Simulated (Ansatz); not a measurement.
Coupled-cluster run, `[InH3]`.

```yaml
crystal:
  periodic: [false, false, false]
  atoms:
    - {symbol: In, position_ang: [0.013866, -0.015080, -0.005056]}
    - {symbol: H, position_ang: [0.415458, 1.515989, 0.678176]}
    - {symbol: H, position_ang: [-1.095589, -0.107258, -1.321445]}
    - {symbol: H, position_ang: [0.721766, -1.453951, 0.628025]}
basis:
  gaussian: {orbitals: def2-TZVPP}
correlation: {method: ccsd_t}
output: {orbitals: {seedname: orbitals}}
```

```sh
$ ansatz run in.yaml --threads 2 --pin off --events-out ev --progress --plain
```

Log, shortened:

```
Functional definition: HF
713 factors; integrals over basis functions are off by at most 3.7e-4 eV
mean field evaluation 1: about -5194.6251 eV, gradient 9.4e0 eV
mean field evaluation 2: about -5194.6251 eV, gradient 9.4e0 eV
mean field evaluation 4: about -5195.0285 eV, gradient 1.3e0 eV
mean field evaluation 8: about -5195.0323 eV, gradient 1.9e-4 eV
mean field -5195.03230517 eV, -190.9139158956 hartree, gradient 1.8e-6 eV, S^2 0.000000; 0 other end points of the search recorded, 0 dependent functions left out
4 core orbitals not correlated: weight in the atoms' cores, before any rotation towards them, 1.000 or more for the frozen orbitals, at most 0.000 for the correlated occupied ones
reference -5195.03230517 eV, -190.9139158956 hartree; 8, 8 occupied and 80, 80 virtual orbitals, 713 factors
second order -8.28193393 eV of doubles, -0.00000000 eV of singles
cycle   1  -8.34109323 eV  change   -5.9e-2 eV  update   7.5e-2
cycle   2  -8.61359893 eV  change   -2.7e-1 eV  update   2.3e-2
cycle   3  -8.64531833 eV  change   -3.2e-2 eV  update   9.6e-3
cycle   4  -8.64206969 eV  change    3.2e-3 eV  update   2.4e-3
cycle   5  -8.64182771 eV  change    2.4e-4 eV  update   5.4e-4
cycle   6  -8.64173543 eV  change    9.2e-5 eV  update   1.6e-4
cycle   7  -8.64172989 eV  change    5.5e-6 eV  update   4.0e-5
cycle   8  -8.64174884 eV  change   -1.9e-5 eV  update   1.3e-5
perturbative correction -0.20017455 eV, -0.0073562792 hartree
Total energy: -5203.87422856 eV, -191.2388505869 hartree
```

Hardware: 2 threads of a server CPU on a shared host. Wall time 3.8 s, peak host memory 0.3 GiB.

MP2 recovers 93.7 % of the CCSD(T) correlation energy and the triples give 2.3 %; T1 = 0.0142.
